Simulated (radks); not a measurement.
Numerical settings for neutral cerium, [Xe] 4f1 5d1 6s2. All-electron calculation, scalar-relativistic Kohn-Sham, PBEsol, spin-polarised, spherical densities, finite nucleus; open shells are filled with parallel spins first (spin-orbit coupling, left out, can overturn this in heavy ions); Fermi nuclear charge, rms radius 4.8771 fm. Program: a radial shooting solver on a logarithmic mesh with Libxc functionals. The defaults (mesh step 0.008 in ln r, mesh end at 40 bohr or more with all orbitals vanishing there, Anderson mixing 0.5 over 9 steps, residual threshold near 1e-9 with the energy settled to 1e-9 hartree or 1e-11 of itself, here a cap of 63 iterations) give E = -8856.6929 hartree and 5d at -3.347 eV in 14 iterations. Run on one thread of a shared host, so times are rough (Arm Neoverse V1): 0.27 s of CPU time, 0.27 s wall, 14 iterations on 2440 mesh points. Changes against that run (0 stands for a change within the tolerance of the run):

setting,iterations,converged,E (mhartree),e(5d) (meV),CPU (s)
mesh step in ln r 0.012,14,yes,0,0,0.18
mesh step in ln r 0.02,14,yes,+0.000392,0,0.12
mesh step in ln r 0.003,16,yes,0,0,0.74
mesh end (bohr) 1,13,level above zero,+4.33e+05,+9.7e+05,0.2
mesh end (bohr) 400,14,yes,0,0,0.27
residual threshold 1e-05,10,yes,0,-0.238,0.21
residual threshold 1e-13,25,yes,0,0,0.35
mixing 0.01,24,yes,0,0,0.43
"linear mixing, mixing 0.05",63,no,+2.78,-86.2,1
"linear mixing, mixing 0.8",63,no,+1.19e+03,+1.78e+03,1.6
mixing history 20,17,yes,0,0,0.3
iteration cap 8,8,no,+0.000916,-2.07,0.16

Settled on a wrong energy, with an occupied level pushed above zero by the early mesh end: mesh end (bohr) 1 (+433 hartree). Apart from these: no run marked as converged misses the energy by more than 1 mhartree. A mesh that ends early acts as a hard wall.
